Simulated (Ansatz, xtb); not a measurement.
# Two isomers of C5H7BS

We compare a, `CB1C=CC=C1S`, a singlet, with b, `CC1=CC=CB1S`, a singlet. Both are isolated molecules in the gas phase, relaxed with PBE-D3(BJ)/def2-SVP; the shapes shown needn't be the lowest conformers.

a (Å):

```yaml
atoms:
  - { symbol: C, position_ang: [1.4426, 1.3525, -0.4773] }
  - { symbol: C, position_ang: [0.6077, -0.9465, 0.9456] }
  - { symbol: C, position_ang: [-0.6379, -1.3551, 1.3324] }
  - { symbol: C, position_ang: [-1.7309, -0.4088, 0.9534] }
  - { symbol: C, position_ang: [-1.2087, 0.6684, 0.2986] }
  - { symbol: B, position_ang: [0.4011, 0.4273, 0.2251] }
  - { symbol: S, position_ang: [-2.1064, 2.0229, -0.3361] }
  - { symbol: H, position_ang: [2.4474, 1.3159, -0.0103] }
  - { symbol: H, position_ang: [1.5746, 0.9406, -1.5074] }
  - { symbol: H, position_ang: [1.1331, 2.4112, -0.6010] }
  - { symbol: H, position_ang: [1.5227, -1.5203, 1.1473] }
  - { symbol: H, position_ang: [-0.8657, -2.2885, 1.8775] }
  - { symbol: H, position_ang: [-2.7896, -0.5968, 1.1897] }
  - { symbol: H, position_ang: [-1.0318, 2.7083, -0.8202] }
```

b (Å):

```xyz
14

C    -1.7116   -1.9679   -0.7023
C    -0.7682   -0.8377   -0.4453
C    -0.4346   -0.3037    0.7620
C     0.5451    0.8283    0.6381
C     0.8931    1.0818   -0.6531
B     0.0763    0.0252   -1.4895
S     0.1220   -0.1374   -3.2690
H    -2.1367   -2.3850    0.2330
H    -2.5628   -1.6504   -1.3452
H    -1.2130   -2.8010   -1.2459
H    -0.8210   -0.6397    1.7401
H     0.9168    1.3686    1.5256
H     1.5965    1.8679   -0.9590
H    -0.7553   -1.1781   -3.3799
```

Quicker runs give these differences E(b) − E(a): GFN2-xTB −21.0 kcal/mol; HF/STO-3G −21.8 kcal/mol (at GFN2-xTB geometries); r2SCAN-D4/def2-SVP −22.0 kcal/mol (at GFN2-xTB geometries).

Problem. Estimate E(b) − E(a) at the level CCSD(T)/def2-SVP + ΔMP2/def2-TZVPP.

Solution. Calculated at CCSD(T)/def2-SVP + ΔMP2/def2-TZVPP: E(b) − E(a) = −21.7 kcal/mol, so structure b lies lower.

How the difference moves with the method:

```csv
level,geometry,E(b) − E(a) (kcal/mol),departure from the last row (kcal/mol),"job, with rough time for the two"
GFN2-xTB,GFN2-xTB,−21.0,+0.7,"optimisation, 0.37 s"
HF/STO-3G,GFN2-xTB,−21.8,−0.1,"single point, 0.62 s"
r2SCAN-D4/def2-SVP,GFN2-xTB,−22.0,−0.3,"single point, 4.2 s"
PBE-D3(BJ)/def2-SVP,PBE-D3(BJ)/def2-SVP,−22.3,−0.6,"optimisation, 22 s"
HF/def2-SVP,PBE-D3(BJ)/def2-SVP,−24.0,−2.3,part of the CCSD(T) run
MP2/def2-SVP,PBE-D3(BJ)/def2-SVP,−25.1,−3.5,part of the CCSD(T) run
CCSD(T)/def2-SVP,PBE-D3(BJ)/def2-SVP,−25.3,−3.6,single point
CCSD(T)/def2-SVP + ΔMP2/def2-TZVPP,PBE-D3(BJ)/def2-SVP,−21.7,,"single point, 87 s"
```

As drawn, b has 1 C–C, 1 B–S in place of 1 C–B, 1 C–S.

None of the levels shown reverses the order. The largest departure from CCSD(T)/def2-SVP + ΔMP2/def2-TZVPP is that of CCSD(T)/def2-SVP, 3.6 kcal/mol. The last row adds to CCSD(T) the change of the MP2 difference between the two basis sets, here +3.6 kcal/mol, a large step that makes the value less sure.

With thermal terms from frequencies at re-optimised GFN2-xTB minima (ideal gas, soft modes damped towards free rotors, one conformer each, 298.15 K, 1 atm): on the last row, ΔE + ΔZPE = −20.3, ΔH = −20.7, ΔG = −19.8 kcal/mol.

The correlated steps freeze 11 core orbitals. Codes used: Ansatz 0.2.0, xtb 6.7.1; the last row on 2 threads of Intel(R) Xeon(R) Platinum 8488C (Sapphire Rapids) on a shared host.
